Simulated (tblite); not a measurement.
C4H9NSi2.
SMILES with atom numbers: `[CH3:1][Si:2]1([C:3]#[N:4])[CH2:5][SiH2:6][CH2:7]1` (hydrogens: H8, H9, H10 on C1; H11, H12 on C5; H13, H14 on Si6; H15, H16 on C7)

Computed with GFN2-xTB (tblite), gas phase: L-BFGS steps from a force-field or distance-geometry start until the largest atomic force falls under 0.01 eV/Å.

Step 65: E = -528.7724 eV
```
atom  x, y, z in Å  |  force x, y, z in eV/Å
C1      2.0808   -0.9123    0.0724    0.000  -0.015   0.011
Si2     0.5618    0.1968   -0.1646    0.005   0.023   0.000
C3      1.2196    1.7835   -0.9118   -0.045  -0.056   0.025
N4      1.6473    2.7423   -1.3690    0.010   0.079  -0.033
C5     -0.9584   -0.4863   -1.1172    0.022   0.009  -0.019
Si6    -2.1397   -0.0871    0.3468    0.000   0.016  -0.010
C7     -0.6009    0.5213    1.3273   -0.010   0.012   0.015
H8      2.8059   -0.4433    0.7306    0.004  -0.003   0.000
H9      1.8052   -1.8675    0.5070   -0.004  -0.020  -0.001
H10     2.5726   -1.1036   -0.8768    0.005  -0.015   0.007
H11    -0.8831   -1.5439   -1.3571   -0.019   0.003  -0.009
H12    -1.1920    0.0263   -2.0465    0.005  -0.002   0.008
H13    -3.1135    0.9665    0.0558    0.023  -0.036   0.011
H14    -2.7936   -1.2626    0.9237   -0.007   0.002   0.003
H15    -0.6537    1.5535    1.6624    0.013   0.007  -0.016
H16    -0.3660   -0.0746    2.2055   -0.002  -0.005   0.006
```

Step 66: E = -528.7727 eV
```
atom  x, y, z in Å  |  force x, y, z in eV/Å
C1      2.0730   -0.9156    0.0749    0.003  -0.011   0.008
Si2     0.5615    0.2028   -0.1669    0.006   0.006   0.001
C3      1.2305    1.7836   -0.9134   -0.036  -0.027   0.012
N4      1.6646    2.7397   -1.3705    0.008   0.071  -0.029
C5     -0.9583   -0.4787   -1.1207    0.020   0.004  -0.013
Si6    -2.1369   -0.0955    0.3501    0.006  -0.005  -0.007
C7     -0.6006    0.5293    1.3242   -0.018   0.007   0.020
H8      2.7994   -0.4497    0.7341    0.005  -0.006   0.003
H9      1.7906   -1.8689    0.5095   -0.002  -0.016  -0.002
H10     2.5660   -1.1098   -0.8730    0.005  -0.019   0.007
H11    -0.8789   -1.5343   -1.3693   -0.023   0.010  -0.013
H12    -1.1973    0.0415   -2.0446    0.008  -0.007   0.010
H13    -3.1287    0.9420    0.0677    0.012  -0.016   0.005
H14    -2.7717   -1.2812    0.9284   -0.003   0.004   0.002
H15    -0.6605    1.5633    1.6523    0.014   0.007  -0.015
H16    -0.3603   -0.0596    2.2057   -0.003  -0.001   0.010
```

Problem. Estimate the geometry and energy of step 67. (The exact step hangs on the optimiser's Hessian estimate; all steps are aligned on step 66, rigid shifts and turns removed.)

Solution. E = -528.7730 eV, largest force 0.047 eV/Å
```
atom  x, y, z in Å  |  force x, y, z in eV/Å
C1      2.0664   -0.9189    0.0774    0.004  -0.006   0.002
Si2     0.5617    0.2079   -0.1688    0.005  -0.008   0.006
C3      1.2402    1.7839   -0.9150   -0.022   0.011  -0.005
N4      1.6792    2.7382   -1.3720   -0.003   0.044  -0.017
C5     -0.9579   -0.4718   -1.1240    0.012  -0.002  -0.004
Si6    -2.1337   -0.1026    0.3525    0.007  -0.019  -0.003
C7     -0.6007    0.5365    1.3218   -0.015   0.000   0.018
H8      2.7939   -0.4555    0.7371    0.004  -0.011   0.007
H9      1.7784   -1.8707    0.5118   -0.001  -0.010  -0.002
H10     2.5605   -1.1157   -0.8695    0.004  -0.022   0.007
H11    -0.8770   -1.5256   -1.3802   -0.020   0.014  -0.016
H12    -1.2018    0.0547   -2.0429    0.011  -0.007   0.008
H13    -3.1424    0.9193    0.0786    0.002   0.004  -0.002
H14    -2.7515   -1.2967    0.9322    0.000   0.000   0.003
H15    -0.6662    1.5722    1.6434    0.015   0.005  -0.014
H16    -0.3567   -0.0463    2.2063   -0.002   0.005   0.011
```

The energy changes by -0.0003 eV. The first-order estimate −F·Δx gives -0.0003 eV and the mean of the old and new forces, exact on a quadratic surface, -0.0002 eV. The step makes an angle of 87° with the force vector and moves no atom by more than 0.029 Å.

What follows is the cost of the whole relaxation. Hardware: Arm Neoverse N1, one thread (shared host). Cost: 1.0 s.
